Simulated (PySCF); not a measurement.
This script is equivalent to a calculation on Ca²⁺ (calcium, charge +2).

```python
from pyscf import gto, scf, dft, mp, cc
import basis_set_exchange as bse
mol = gto.M(atom="Ca 0 0 0", charge=2, spin=0, symmetry="D2h",
            basis=gto.basis.parse(bse.get_basis("pcseg-2", elements=["Ca"], fmt="nwchem", header=False)))
mf = scf.UHF(mol)
mf.irrep_nelec = {'Ag': (3, 3), 'B1u': (2, 2), 'B2u': (2, 2), 'B3u': (2, 2)}
mf.kernel()
```

(1) What total energy does it give?

(2) Which occupied shell lies highest, and where?

Answers

(1) -676.13987 hartree (calculated).

(2) 3p, at -50.969 eV.
